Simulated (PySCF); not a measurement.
Screening by computed properties: pick the candidate that meets the target.

Species are written as SMILES; each is one conformer at its optimised geometry, gas phase, non-relativistic unless stated; the electronic structure was computed with PySCF and density fitting.

The conformers computed, where there is a choice (atom-mapped SMILES and torsion angles):
- `[CH3:1][C:2](=[S:3])[c:4]1[n:5][cH:6][cH:7][cH:8][n:9]1`: C1–C2–C4–N5 180°
- `[CH3:1][O:2][c:3]1[cH:4][n:5][nH:6][c:7]1[O:8][CH3:9]`: C1–O2–C3–C4 0°, N6–C7–O8–C9 180°
- `[NH2:1][C:2](=[O:3])/[CH:4]=[CH:5]/[Cl:6]`: N1–C2–C4–C5 180°, H–N1–C2–O3 0°, H–N1–C2–O3 180°
- `[CH2:1]=[C:2]([Cl:3])[C:4]([NH2:5])=[O:6]`: C1–C2–C4–N5 180°, H–N5–C4–C2 180°, H–N5–C4–C2 0°
- `[O:1]=[PH2:2][OH:3]`: H–O3–P2–O1 0°

Question: Wanted: static isotropic polarisability between 70 au and 100 au (PBE0/def2-SVPD) and electronic spatial extent ⟨r²⟩ about the centre of nuclear charge above 800 bohr² (PBE0/def2-SVPD), at GFN2-xTB geometries. Which candidate meets both?
A. `NC(C(=C)Cl)=O`
B. `O=[PH2]O`
C. `CC(=S)c1ncccn1`
D. `COc1cn[nH]c1OC`
E. `NC(=O)/C=C/Cl`

Answer: D. Computed values:
| species | static isotropic polarisability | electronic spatial extent ⟨r²⟩ about the centre of nuclear charge |
| --- | --- | --- |
| O=[PH2]O | 31.3 au | 199 bohr² |
| NC(C(=C)Cl)=O | 61.9 au | 692 bohr² |
| NC(=O)/C=C/Cl | 65.4 au | 955 bohr² |
| COc1cn[nH]c1OC | 80.5 au | 1187 bohr² |
| CC(=S)c1ncccn1 | 106.8 au | 1397 bohr² |

Question: Wanted: HOMO energy below -7 eV (PBE0/def2-SVPD) and lowest singlet excitation below 5 eV (TDDFT PBE0/def2-SVPD), at GFN2-xTB geometries. Which candidate meets both?
A. `CC(=S)C1=NC=CC=N1`
B. `NC(=O)/C=C/Cl`
C. `COC1=C(OC)NN=C1`
D. `O=[PH2]O`

Answer: B. Computed values:
```
          species  HOMO energy  lowest singlet excitation
         O=[PH2]O     -8.62 eV                    7.26 eV
    NC(=O)/C=C/Cl     -7.77 eV                    4.57 eV
CC(=S)C1=NC=CC=N1     -6.19 eV                    1.70 eV
  COC1=C(OC)NN=C1     -5.87 eV                    5.41 eV
```

Question: Wanted: HOMO–LUMO gap above 5 eV (PBE0/def2-SVPD) and smallest rotational constant below 1 GHz (GFN2-xTB), at GFN2-xTB geometries. Which candidate meets both?
A. `O=[PH2]O`
B. `CC(=S)C1=NC=CC=N1`
C. `COC1=C(OC)NN=C1`
D. `NC(=O)/C=C/Cl`

Answer: C. Computed values:
```csv
species,HOMO–LUMO gap,smallest rotational constant
CC(=S)C1=NC=CC=N1,3.26 eV,0.783 GHz
NC(=O)/C=C/Cl,6.28 eV,1.092 GHz
COC1=C(OC)NN=C1,6.53 eV,0.966 GHz
O=[PH2]O,8.88 eV,7.333 GHz
```
